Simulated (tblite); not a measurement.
C₃H₈N₂SSi.
Atom-mapped SMILES: `[CH3:1][S:2][CH2:3][Si@H:4]([NH2:5])[C:6]#[N:7]` (hydrogens: H8, H9, H10 on C1; H11, H12 on C3; H13 on Si4; H14, H15 on N5)

Computed with GFN2-xTB (tblite), gas phase: L-BFGS steps from a force-field or distance-geometry start until the largest atomic force falls under 0.01 eV/Å.

Step 16: E = -578.7709 eV
```
atom  x, y, z in Å  |  force x, y, z in eV/Å
C1     -2.9518   -0.1406   -0.0303    0.017   0.008  -0.006
S2     -1.3459   -0.9772   -0.1505   -0.020  -0.046   0.018
C3     -0.2405    0.4661   -0.1838   -0.014  -0.046   0.007
Si4     1.5475   -0.1496   -0.3707    0.049   0.069  -0.072
N5      1.9274   -1.1050    1.0004   -0.003   0.073  -0.021
C6      2.6275    1.3799   -0.3333    0.021   0.022   0.024
N7      3.2809    2.3192   -0.3839   -0.019  -0.059   0.038
H8     -2.9881    0.4420    0.8875   -0.014  -0.011  -0.028
H9     -3.0882    0.4998   -0.8990   -0.022  -0.016   0.032
H10    -3.7081   -0.9204   -0.0125    0.018   0.057  -0.001
H11    -0.3927    1.0327    0.7327   -0.005  -0.010   0.020
H12    -0.5278    1.0847   -1.0319   -0.013   0.010   0.002
H13     1.7391   -0.7032   -1.7175   -0.001  -0.062  -0.007
H14     1.2514   -1.7762    1.3303   -0.013   0.014  -0.017
H15     2.8649   -1.4442    1.1406    0.019  -0.002   0.012
```

Step 17: E = -578.7721 eV
```
atom  x, y, z in Å  |  force x, y, z in eV/Å
C1     -2.9520   -0.1402   -0.0306    0.017  -0.001  -0.001
S2     -1.3468   -0.9797   -0.1488   -0.040  -0.032   0.009
C3     -0.2423    0.4632   -0.1839    0.039  -0.031   0.002
Si4     1.5471   -0.1496   -0.3745    0.075   0.081  -0.054
N5      1.9264   -1.0997    1.0019    0.005   0.066  -0.046
C6      2.6298    1.3809   -0.3315    0.000   0.000   0.008
N7      3.2835    2.3204   -0.3796   -0.034  -0.082   0.041
H8     -2.9882    0.4413    0.8878   -0.010   0.001  -0.031
H9     -3.0889    0.4996   -0.8998   -0.010  -0.015   0.038
H10    -3.7101   -0.9177   -0.0120    0.013   0.040  -0.004
H11    -0.3883    1.0283    0.7351   -0.021  -0.009  -0.005
H12    -0.5270    1.0830   -1.0327   -0.032   0.005   0.027
H13     1.7378   -0.7074   -1.7212    0.000  -0.045   0.019
H14     1.2505   -1.7731    1.3285   -0.006   0.019  -0.016
H15     2.8640   -1.4411    1.1393    0.004   0.003   0.014
```

Step 18: E = -578.7731 eV
```
atom  x, y, z in Å  |  force x, y, z in eV/Å
C1     -2.9520   -0.1400   -0.0309    0.013  -0.009   0.006
S2     -1.3483   -0.9827   -0.1469   -0.037  -0.012  -0.002
C3     -0.2433    0.4598   -0.1840    0.070  -0.013  -0.004
Si4     1.5480   -0.1481   -0.3788    0.064   0.054  -0.029
N5      1.9254   -1.0928    1.0030    0.009   0.030  -0.053
C6      2.6320    1.3818   -0.3296   -0.020  -0.023  -0.008
N7      3.2860    2.3209   -0.3746   -0.024  -0.068   0.042
H8     -2.9883    0.4405    0.8877   -0.004   0.018  -0.022
H9     -3.0896    0.4992   -0.8999    0.002  -0.004   0.030
H10    -3.7123   -0.9144   -0.0116    0.002   0.012  -0.006
H11    -0.3842    1.0235    0.7373   -0.033  -0.012  -0.031
H12    -0.5266    1.0811   -1.0329   -0.048  -0.004   0.052
H13     1.7364   -0.7132   -1.7236    0.005  -0.026   0.033
H14     1.2496   -1.7697    1.3254    0.014   0.044  -0.024
H15     2.8628   -1.4378    1.1374   -0.013   0.012   0.015
```

Step 19: E = -578.7741 eV
```
atom  x, y, z in Å  |  force x, y, z in eV/Å
C1     -2.9518   -0.1398   -0.0309    0.006  -0.010   0.012
S2     -1.3503   -0.9855   -0.1453   -0.011   0.004  -0.011
C3     -0.2429    0.4565   -0.1842    0.065  -0.003  -0.007
Si4     1.5499   -0.1459   -0.3830    0.026   0.003  -0.007
N5      1.9246   -1.0863    1.0031    0.023  -0.004  -0.049
C6      2.6334    1.3820   -0.3281   -0.028  -0.032  -0.019
N7      3.2880    2.3204   -0.3695   -0.001  -0.035   0.041
H8     -2.9884    0.4402    0.8872    0.001   0.033  -0.006
H9     -3.0902    0.4988   -0.8996    0.012   0.009   0.013
H10    -3.7141   -0.9114   -0.0113   -0.009  -0.013  -0.006
H11    -0.3813    1.0191    0.7387   -0.036  -0.015  -0.043
H12    -0.5272    1.0793   -1.0320   -0.056  -0.011   0.062
H13     1.7353   -0.7187   -1.7252    0.012  -0.011   0.034
H14     1.2490   -1.7658    1.3223    0.021   0.061  -0.029
H15     2.8615   -1.4346    1.1360   -0.025   0.023   0.016
```

**Question.** Estimate the geometry and energy of step 20. (The exact step hangs on the optimiser's Hessian estimate; all steps are aligned on step 19, rigid shifts and turns removed.)

**Answer.** E = -578.7749 eV, largest force 0.079 eV/Å
```
atom  x, y, z in Å  |  force x, y, z in eV/Å
C1     -2.9515   -0.1397   -0.0308   -0.005  -0.005   0.014
S2     -1.3521   -0.9880   -0.1440    0.020   0.013  -0.019
C3     -0.2413    0.4534   -0.1845    0.030  -0.001  -0.008
Si4     1.5520   -0.1445   -0.3877   -0.019  -0.047   0.006
N5      1.9245   -1.0807    1.0015    0.027  -0.033  -0.032
C6      2.6339    1.3812   -0.3270   -0.021  -0.025  -0.028
N7      3.2895    2.3188   -0.3638    0.021   0.000   0.040
H8     -2.9886    0.4406    0.8865    0.005   0.041   0.008
H9     -3.0905    0.4986   -0.8989    0.019   0.019  -0.003
H10    -3.7157   -0.9089   -0.0112   -0.014  -0.030  -0.004
H11    -0.3794    1.0147    0.7392   -0.030  -0.014  -0.039
H12    -0.5291    1.0776   -1.0300   -0.056  -0.012   0.054
H13     1.7346   -0.7231   -1.7274    0.018  -0.003   0.028
H14     1.2489   -1.7608    1.3199    0.018   0.069  -0.032
H15     2.8603   -1.4313    1.1363   -0.015   0.028   0.014
```

The energy changes by -0.0009 eV. The first-order estimate −F·Δx gives -0.0012 eV and the mean of the old and new forces, exact on a quadratic surface, -0.0009 eV. The step makes an angle of 65° with the force vector and moves no atom by more than 0.006 Å.

What follows is the cost of the whole relaxation. The run took 0.31 s wall on one thread, Arm Neoverse V1 (aarch64), shared host with 64 logical CPUs at a one-minute load of 28.
